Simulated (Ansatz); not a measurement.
H2BN, charge +1, doublet, geometry from GFN2-xTB (a state made from the parent by changing its charge; the spin is typed, not shown lowest); CCSD/cc-pVDZ (Ansatz, a first-principles code).

Ansatz was given this input:
Ansatz 0.2 input:
```yaml
crystal:
  periodic: [false, false, false]
  atoms:
    - {symbol: B, position_ang: [0.69541291, -0.01491515, 0.14279803]}
    - {symbol: N, position_ang: [-0.54762335, -0.00554107, -0.02815933]}
    - {symbol: H, position_ang: [1.84396603, 0.06106689, -0.11197348]}
    - {symbol: H, position_ang: [-1.48766710, 0.05229634, -0.40490136]}
basis:
  gaussian:
    orbitals: cc-pVDZ
total_charge: 1
magnetization: {spin_polarized: true, initial_magnetization: 1}
correlation: {method: ccsd}
```

Problem. What does Ansatz print? Leave out banner, timings and long lists.

Solution. 
```
Functional definition: HF
355 factors; integrals over basis functions are off by at most 1.1e-3 eV
mean field evaluation 1: about -2170.5072 eV, gradient 3.0e1 eV
mean field evaluation 2: about -2170.5070 eV, gradient 3.0e1 eV
mean field evaluation 4: about -2175.3205 eV, gradient 2.7e0 eV
mean field evaluation 8: about -2175.4775 eV, gradient 2.1e-1 eV
mean field evaluation 16: about -2175.4434 eV, gradient 1.1e0 eV
mean field evaluation 32: about -2175.4789 eV, gradient 4.6e-6 eV
mean field evaluation 64: about -2175.4765 eV, gradient 6.0e-2 eV
mean field evaluation 96: about -2175.4392 eV, gradient 2.1e-1 eV
mean field evaluation 128: about -2175.4789 eV, gradient 3.9e-3 eV
mean field -2175.47888206 eV, -79.9473743230 hartree, gradient 2.3e-6 eV, S^2 0.761709; 7 other end points of the search recorded, 0 dependent functions left out
determinant -2175.47888206 eV, -79.9473743230 hartree, with singles and doubles -2181.24804331 eV, -80.1593870887 hartree
determinant -2175.44077805 eV, -79.9459740265 hartree, with singles and doubles -2181.20956623 eV, -80.1579730819 hartree
determinant -2175.47888206 eV, -79.9473743230 hartree, with singles and doubles -2181.24900759 eV, -80.1594225252 hartree
determinant -2175.44077805 eV, -79.9459740265 hartree, with singles and doubles -2181.21037028 eV, -80.1580026303 hartree
2 core orbitals not correlated
reference -2175.47888206 eV, -79.9473743230 hartree; 5, 4 occupied and 31, 32 virtual orbitals, 355 factors
second order -5.05239030 eV of doubles, -0.00000000 eV of singles
cycle   1  -5.77012579 eV  change   -2.6e-7 eV  update   7.7e-7
Total energy: -2181.24900785 eV, -80.1594225348 hartree
```
